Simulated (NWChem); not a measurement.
Everything below was run with NWChem. System: C3H7O, charge 1, spin multiplicity 1, at the geometry of a parent with another charge or spin, in a state set for the comparison that need not be this species' ground state. Level: B3LYP/def2-TZVP, VWN1-RPA local correlation.

Input file:

```
start mol
memory heap 200 mb stack 900 mb global 1100 mb
charge 1
geometry units angstroms nocenter noautoz noautosym
  C      1.301836    -0.654439     0.129774
  C      0.013759    -0.001583    -0.213003
  C     -1.291104    -0.633248     0.124642
  O      0.080449     1.363502    -0.153609
  H      1.521489    -0.603710     1.217645
  H      1.295637    -1.716432    -0.156256
  H      2.136156    -0.156765    -0.388137
  H     -2.125553    -0.164438    -0.427163
  H     -1.534728    -0.552391     1.206681
  H     -1.291213    -1.703241    -0.130074
  H     -0.792323     1.724587    -0.342299
end
basis spherical
  * library def2-tzvp
end
dft
  xc b3lyp
  semidirect memsize 60000000 filesize 0
  iterations 100
end
task dft energy
```

Part of the output:

```
             Northwest Computational Chemistry Package (NWChem) 7.3.0
             --------------------------------------------------------

                                NWChem Input Module
                                -------------------

 Scaling coordinates for geometry "geometry" by  1.889725989
 (inverse scale =  0.529177249)

                             Geometry "geometry" -> ""
                             -------------------------

 Output coordinates in angstroms (scale by  1.889725989 to convert to a.u.)

  No.       Tag          Charge          X              Y              Z
 ---- ---------------- ---------- -------------- -------------- --------------
    1 C                    6.0000     1.30183600    -0.65443900     0.12977400
    2 C                    6.0000     0.01375900    -0.00158300    -0.21300300
    3 C                    6.0000    -1.29110400    -0.63324800     0.12464200
    4 O                    8.0000     0.08044900     1.36350200    -0.15360900
    5 H                    1.0000     1.52148900    -0.60371000     1.21764500
    6 H                    1.0000     1.29563700    -1.71643200    -0.15625600
    7 H                    1.0000     2.13615600    -0.15676500    -0.38813700
    8 H                    1.0000    -2.12555300    -0.16443800    -0.42716300
    9 H                    1.0000    -1.53472800    -0.55239100     1.20668100
   10 H                    1.0000    -1.29121300    -1.70324100    -0.13007400
   11 H                    1.0000    -0.79232300     1.72458700    -0.34229900

 Effective nuclear repulsion energy (a.u.)     126.1597517453

            Nuclear Dipole moment (a.u.)
            ----------------------------
        X                 Y               Z
 ---------------- ---------------- ----------------
     0.0000056692     0.0000113384     0.0000056692


 Summary of "ao basis" -> "" (spherical)
 ------------------------------------------------------------------------------
       Tag                 Description            Shells   Functions and Types
 ---------------- ------------------------------  ------  ---------------------
 *                         def2-tzvp                  on all atoms

                                 NWChem DFT Module
                                 -----------------

 Summary of "ao basis" -> "ao basis" (spherical)
 ------------------------------------------------------------------------------
       Tag                 Description            Shells   Functions and Types
 ---------------- ------------------------------  ------  ---------------------
 C                         def2-tzvp                11       31   5s3p2d1f
 O                         def2-tzvp                11       31   5s3p2d1f
 H                         def2-tzvp                 4        6   3s1p

 Summary of "ao basis" -> "ao basis" (spherical)
 ------------------------------------------------------------------------------
       Tag                 Description            Shells   Functions and Types
 ---------------- ------------------------------  ------  ---------------------
 C                         def2-tzvp                11       31   5s3p2d1f
 O                         def2-tzvp                11       31   5s3p2d1f
 H                         def2-tzvp                 4        6   3s1p

            General Information
            -------------------
          SCF calculation type: DFT
          Wavefunction type:  closed shell.
          No. of atoms     :    11
          No. of electrons :    32
[...]
 d= 0,ls=0.0,diis     7   -193.5345428152 -1.91D-04  4.35D-05  4.55D-05    41.1
 d= 0,ls=0.0,diis     8   -193.5345370397  5.78D-06  2.65D-05  1.08D-04    46.0
 d= 0,ls=0.0,diis     9   -193.5345472239 -1.02D-05  6.04D-06  6.20D-06    50.9
 d= 0,ls=0.0,diis    10   -193.5345477713 -5.47D-07  1.36D-06  1.50D-07    55.6

         Total DFT energy =     -193.534547771266
      One electron energy =     -503.211434056964
           Coulomb energy =      210.647123863074
    Exchange-Corr. energy =      -27.129989322677
 Nuclear repulsion energy =      126.159751745301

 Numeric. integr. density =       31.999996149329

     Total iterative time =     53.9s

                       DFT Final Molecular Orbital Analysis
                       ------------------------------------

 Vector   14  Occ=2.000000D+00  E=-6.123506D-01
              MO Center=  6.8D-01, -5.3D-01,  1.9D-01, r^2= 2.8D+00
   Bfn.  Coefficient  Atom+Function         Bfn.  Coefficient  Atom+Function
  ----- ------------  ---------------      ----- ------------  ---------------
     8      0.222896   1 C  pz              126      0.179490   5 H  s
   132     -0.171874   6 H  s                 7      0.169926   1 C  py
    11      0.164836   1 C  pz              101     -0.158275   4 O  pz
    69     -0.141437   3 C  py              104     -0.131078   4 O  pz
    10      0.123177   1 C  py              125      0.120967   5 H  s

 Vector   15  Occ=2.000000D+00  E=-6.004743D-01
              MO Center=  3.3D-02,  8.4D-02, -3.8D-02, r^2= 3.4D+00
   Bfn.  Coefficient  Atom+Function         Bfn.  Coefficient  Atom+Function
  ----- ------------  ---------------      ----- ------------  ---------------
   101      0.245462   4 O  pz              104      0.206165   4 O  pz
    69     -0.185582   3 C  py               99     -0.178828   4 O  px
   156      0.151697  10 H  s               102     -0.146977   4 O  px
    72     -0.141211   3 C  py                8     -0.136380   1 C  pz
   107      0.136173   4 O  pz              138      0.127516   7 H  s

 Vector   16  Occ=2.000000D+00  E=-5.963960D-01
              MO Center=  2.4D-01, -1.8D-01, -9.8D-02, r^2= 3.2D+00
   Bfn.  Coefficient  Atom+Function         Bfn.  Coefficient  Atom+Function
  ----- ------------  ---------------      ----- ------------  ---------------
     6      0.217646   1 C  px               68      0.208705   3 C  px
    37     -0.199408   2 C  px              138      0.173305   7 H  s
    40     -0.161758   2 C  px                9      0.151358   1 C  px
   144     -0.142074   8 H  s                71      0.138609   3 C  px
    99      0.133759   4 O  px              137      0.118659   7 H  s

 Vector   17  Occ=0.000000D+00  E=-3.423383D-01
              MO Center=  1.0D-02,  6.5D-02, -1.8D-01, r^2= 2.1D+00
   Bfn.  Coefficient  Atom+Function         Bfn.  Coefficient  Atom+Function
  ----- ------------  ---------------      ----- ------------  ---------------
    39      0.408350   2 C  pz               42      0.386944   2 C  pz
    45      0.270273   2 C  pz               36     -0.252796   2 C  s
   101     -0.226987   4 O  pz              107     -0.211034   4 O  pz
   151     -0.187191   9 H  s               104     -0.185398   4 O  pz
   127     -0.180105   5 H  s                 5      0.143331   1 C  s

 Vector   18  Occ=0.000000D+00  E=-1.751511D-01
              MO Center= -9.6D-01,  9.6D-01, -2.9D-01, r^2= 4.9D+00
   Bfn.  Coefficient  Atom+Function         Bfn.  Coefficient  Atom+Function
  ----- ------------  ---------------      ----- ------------  ---------------
    67      1.478843   3 C  s               163     -1.052410  11 H  s
     5      0.915675   1 C  s               145     -0.770052   8 H  s
    98      0.723478   4 O  s               157     -0.664300  10 H  s
   151     -0.498039   9 H  s               133     -0.493131   6 H  s
    36     -0.389066   2 C  s                74     -0.334896   3 C  px

 Vector   19  Occ=0.000000D+00  E=-1.215907D-01
              MO Center= -3.4D-02, -2.5D-01,  3.2D-01, r^2= 7.6D+00
   Bfn.  Coefficient  Atom+Function         Bfn.  Coefficient  Atom+Function
  ----- ------------  ---------------      ----- ------------  ---------------
     5      2.550600   1 C  s                67      2.453214   3 C  s
    36     -1.614157   2 C  s               127     -1.228178   5 H  s
   151     -1.175057   9 H  s               139     -1.091859   7 H  s
   163      0.847502  11 H  s               133     -0.753052   6 H  s
   145     -0.736181   8 H  s               157     -0.714589  10 H  s

------------------------------------------------------------
EAF file 0: "./mol.aoints.0" size=524288 bytes
------------------------------------------------------------
               write      read    awrite     aread      wait
               -----      ----    ------     -----      ----
     calls:        1         9         0         0         0
   data(b): 5.24e+05  4.72e+06  0.00e+00  0.00e+00
   time(s): 0.00e+00  0.00e+00  0.00e+00  0.00e+00  0.00e+00
rate(mb/s): 0.00e+00  0.00e+00
------------------------------------------------------------

 center of mass
 --------------
 x =   0.02508806 y =   0.10050765 z =  -0.03110424

 moments of inertia (a.u.)
 ------------------
         192.444985441853           0.566144519877          -0.696464758685
           0.566144519877         225.161044662204          23.720844227290
          -0.696464758685          23.720844227290         383.669610241263

     Multipole analysis of the density
     ---------------------------------

     L   x y z        total         alpha         beta         nuclear
     -   - - -        -----         -----         ----         -------
     0   0 0 0      1.000000    -16.000000    -16.000000     33.000000

     1   1 0 0     -0.583407     -0.291706     -0.291706      0.000006
     1   0 1 0     -0.238675     -0.119343     -0.119343      0.000011
     1   0 0 1     -0.000566     -0.000286     -0.000286      0.000006

     2   2 0 0    -10.836671    -73.176442    -73.176442    135.516213
     2   1 1 0     -2.274325      0.248532      0.248532     -2.771388
     2   1 0 1      0.446597     -0.219375     -0.219375      0.885348
     2   0 2 0    -13.264865    -59.111835    -59.111835    104.958805
     2   0 1 1     -1.058135      6.662783      6.662783    -14.383702
     2   0 0 2    -15.907925    -15.248950    -15.248950     14.589975

 Task  times  cpu:       55.7s     wall:       55.7s

 Total times  cpu:       55.7s     wall:       55.7s
```
